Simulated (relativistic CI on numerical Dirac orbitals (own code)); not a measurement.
## Hyperfine structure of Au⁵⁺, mass number 197

Method of calculation: Dirac-Coulomb-Breit CI, orbitals from a KLI potential per configuration, model QED (radiative potential, 1s self-energy scaled to tabulated hydrogen-like ionisation energies), valence Slater integrals scaled by 0.85, P86 correlation energy added to each configuration (own radial code, finite nucleus).

CI space (outside the closed core [Kr] 4d10 4f14): 5s2 5p6 5d6, 5s2 5p6 5d5 6s, 5s2 5p6 5d5 5f, 5s2 5p6 5d5 6p, 5s2 5p6 5d5 5g, 5s2 5p5 5d7, 5s2 5p6 5d5 6d, 5s2 5p6 5d5 7s, 5s2 5p6 5d4 6s 6p, 5s2 5p6 5d5 7p, 5s2 5p6 5d5 7d, 5s 5p6 5d7, 5s2 5p6 5d4 6s2, 5s2 5p6 5d3 5f 6s2, 5s2 5p6 5d3 6s2 6p, 5s2 5p6 5d3 5g 6s2, 5s2 5p6 5d3 6s2 6d. Double excitations out of closed p, d and f shells are left out; levels of such configurations are missing from the list, as are those of other unlisted configurations, and high levels can miss mixing partners.

Nuclear spin I = 3/2, μ = 0.1452 μN, Q = 0.547 b (tables of Stone and Pyykkö). The electronic factors are computed for point nuclear moments, without core polarisation or the Bohr-Weisskopf and QED corrections.

| Level | E (cm⁻¹) | A (MHz) | B (MHz) |
| --- | --- | --- | --- |
| 5s2 5p6 5d6 5D_4 | 0.0 | 89.04 | 1180 |
| 5s2 5p6 5d6 5D_3 | 9094.4 | 54.41 | 179 |
| 5s2 5p6 5d6 5D_1 | 12556.3 | 70.09 | -360 |
| 5s2 5p6 5d6 3G_5 | 23291.4 | 134.4 | 469 |
| 5s2 5p6 5d6 3H_6 | 23659.8 | 147.5 | -942 |
| 5s2 5p6 5d6 3F_2 | 28333.6 | 181.3 | -305 |
| 5s2 5p6 5d6 3H_4 | 34098.4 | 149.2 | -106 |
| 5s2 5p6 5d6 3D_1 | 35451.3 | 158.3 | 413 |

Levels with J = 0, under 50 % of one LS term, or S terms without an open s electron are left out. Small factors come from cancelling terms and can be off by tens of per cent or more.

At this charge configurations can still be misplaced by up to about 7 % of their energy. Levels and lines within the n = 5 or 6 shells can be off by up to 10 % or somewhat more, and those that change n by about 2 %, since core polarisation is missing.

Question: Give the hyperfine levels of 5s2 5p6 5d6 5D_4 relative to its centre of gravity.

Answer: With K = F(F + 1) − I(I + 1) − J(J + 1), E = AK/2 + B[¾K(K + 1) − I(I + 1)J(J + 1)]/[2I(2I − 1)J(2J − 1)]: F = 5/2: -88.3, F = 7/2: -588, F = 9/2: -471.8, F = 11/2: 829.3 MHz.

LS names give the leading component of a level, which can be under half, so a name can repeat, a term be missing and a line seem to break the LS rules.
